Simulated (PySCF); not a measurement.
Be(F)(Et) (C2H5BeF), SMILES C[CH2][Be][F]. Heavy atoms are numbered as in [Be:1]([F:2])[CH2:3][CH3:4]. Hydrogens are named by the atom that carries them.

Geometry: PBE-D3(BJ)/def2-SVP. The values are those of a single conformer.

The numbers are results of PBE0/pcSseg-1 in PySCF, not measurements.

GIAO shieldings, no solvent; atoms alike by connectivity are averaged. δ = σ(ref) − σ: ¹⁹F against CFCl3 (σ = 167.2 ppm); ¹³C against TMS (σ = 186.3 ppm); ¹H against TMS (σ = 31.56 ppm), references at their B3LYP-D3(BJ)/def2-TZVP geometries, non-relativistic.

Computed chemical shifts:
```json
[
 {"nucleus": "¹⁹F", "atoms": "F2", "count": "1", "δ (ppm)": "-151.0"},
 {"nucleus": "¹³C", "atoms": "C4 (CH3)", "count": "1", "δ (ppm)": "13.2"},
 {"nucleus": "¹³C", "atoms": "C3 (CH2)", "count": "1", "δ (ppm)": "-3.4"},
 {"nucleus": "¹H", "atoms": "H on C4", "count": "3", "δ (ppm)": "1.61"},
 {"nucleus": "¹H", "atoms": "H on C3", "count": "2", "δ (ppm)": "0.60"}
]
```
